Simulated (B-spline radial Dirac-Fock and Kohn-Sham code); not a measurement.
**Elastic and transport cross sections of molybdenum for electrons**

Method: relativistic (Dirac) partial waves in the static field of the Dirac-Fock atom with Furness-McCarthy exchange, without polarisation or absorption potentials. Computed with a radial finite-basis atomic code. Below a few hundred eV the neglected polarisation potential matters, most of all at small angles. σ_tr1 and σ_tr2 weight the cross section with 1 − P₁ and 1 − P₂ of cos θ; "backward" is the share scattered beyond 90°.

| energy (eV) | σ (a₀²) | σ_tr1 (a₀²) | σ_tr2 (a₀²) | σ/σ_tr1 | backward (%) |
| --- | --- | --- | --- | --- | --- |
| 50 | 47.9 | 18.4 | 24.5 | 2.60 | 17 |
| 52 | ? | ? | ? | ? | ? |
| 52.9 | 47.4 | 17.3 | 23.5 | 2.74 | 16 |
| 64.9 | 44.0 | 13.6 | 19.6 | 3.23 | 11 |
| 87.9 | 36.8 | 10.0 | 15.4 | 3.68 | 6.4 |
| 93.7 | 35.3 | 9.55 | 14.7 | 3.70 | 6.2 |
| 98.8 | 34.1 | 9.22 | 14.2 | 3.70 | 6.2 |
| 100 | 33.8 | 9.15 | 14.1 | 3.70 | 6.3 |
| 107 | 32.3 | 8.80 | 13.4 | 3.67 | 6.5 |
| 118 | 30.3 | 8.39 | 12.5 | 3.61 | 7.2 |
| 142 | 26.8 | 7.78 | 10.9 | 3.44 | 9.4 |
| 176 | 23.4 | 7.16 | 9.05 | 3.27 | 12 |
| 196 | 21.9 | 6.83 | 8.18 | 3.20 | 13 |
| 200 | 21.6 | 6.77 | 8.02 | 3.19 | 14 |
| 277 | 17.8 | 5.66 | 5.76 | 3.15 | 15 |
| 300 | 17.1 | 5.37 | 5.29 | 3.18 | 15 |

Question: Fill in the row for 52 eV.

Answer: σ = 47.6 a₀², σ_tr1 = 17.7 a₀², σ_tr2 = 23.8 a₀², σ/σ_tr1 = 2.69, backward 16 %. The ratio σ/σ_tr1 is roughly the number of elastic collisions that randomise the direction.
